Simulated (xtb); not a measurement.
C₃H₇FOSi, SMILES C/C(=C\F)[SiH2]O. All values are semi-empirical tight-binding results from xtb (GFN2-xTB unless named), good for trends rather than for accurate numbers. Geometry optimised at GFN2-xTB. The structure was generated by enumeration; whether it is a known compound was not checked. Other conformers were not sampled.

```
Item                                           Result
--------------------------------------  -------------
orbital gap                                   4.64 eV
dipole moment                                  2.02 D
zero-point energy                       57.2 kcal/mol
G − E(el) at 298.15 K (modified RRHO)   36.5 kcal/mol
static polarisability (D4 model)           71.8 bohr³
solvation energy, GFN2-xTB/ALPB(water)  -5.2 kcal/mol
solvation energy, GFN2-xTB/ALPB(dmf)    -7.9 kcal/mol
```
